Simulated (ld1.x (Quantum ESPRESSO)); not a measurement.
Ga, TM: configuration errors across variants

ld1.x (Quantum ESPRESSO) 7.5 input, shortened:

```
&input
   title='Ga', zed=31., rel=0, dft='PZ', iswitch=3,
   config='[Ar] 3d10 4s2 4p1'
 /
 &inputp
   pseudotype=2, tm=.true., lloc=2,
   nlcc=.false.
 /
3
4S  1  0   2.00   0.00  1.65  1.65  0.0
4P  2  1   1.00   0.00  2.15  2.15  0.0
3D  3  2  10.00   0.00  0.75  0.75  0.0
 &test
   configts(1)='3d10 4s2 4p1'
 /
```

All-electron excitation energies from the reference (eV): (1) 3d10 4s2 4p0 5.920; (2) 3d10 4s0 4p0 58.119; (3) 3d10 4s2 4p0.5 2.137; (4) 3d10 4s2 4p1.3 -0.587; (5) 3d9 4s0 4p0 122.770; (6) 3d10 4s0 4p3 12.925; (7) 3d10 4s2 4p1 spin -0.133; (8) 3d10 4s1 4p0 spin 26.743.

Spin tests fill each open shell by Hund’s rule, majority spin first.

Tests that are not counted but printed errors over 1 eV. “base”: 3d10 4s1 4p0 (solver errors, printed error -4.9 eV). “all radii scaled by about 0.96 (s 1.58, p 2.06, d 0.72 bohr)”: 3d10 4s1 4p0 (solver errors, printed error -5.0 eV); 3d10 4s1 4p0 (spin-polarised) (solver errors, printed error -3.9 eV).

1 further variants failed, have other tests or too few solved ones, and are left out.

A true bound ghost makes a file unfit for plane-wave use even where its test errors are small: the radial tests pick states by their node count and pass the ghost by. Where a test does run into it, the solver fails or the error is huge.

Errors AE − PS in meV (a dash: test not solved or not reliable):

```csv
change,(1),(2),(3),(4),(5),(6),(7),(8),bound ghosts
base,+1.4,+13,+0.2,0.0,+159,+3.6,+1.4,+24,"s, p"
"all radii scaled by about 0.74 (s 1.22, p 1.58, d 0.56 bohr)",-2.6,+58,-0.3,-0.1,-38,+14,+0.8,+13,"s, p"
"all radii scaled by about 0.96 (s 1.58, p 2.06, d 0.72 bohr)",+2.1,+14,+0.3,-0.1,+155,+3.5,+1.5,–,"s, p"
"all radii scaled by about 1.21 (s 2.00, p 2.60, d 0.90 bohr)",+0.2,+4.7,+0.1,-0.1,+90,+10,+0.9,+16,"s, p"
"all radii scaled by about 1.27 (s 2.10, p 2.74, d 0.96 bohr)",-0.2,-3.1,0.0,-0.1,+24,+11,+0.7,+12,"s, p"
"all radii scaled by about 1.38 (s 2.28, p 2.96, d 1.04 bohr)",-0.8,-25,-0.1,-0.1,-112,+11,+0.4,+4.2,"s, p"
```

(1) Give the same row for: all radii scaled by about 1.10 (s 1.82, p 2.36, d 0.82 bohr).

Answers

(1) +0.8, +11, +0.1, 0.0, +154, +6.3, +1.2, +21; bound ghosts: s, p.
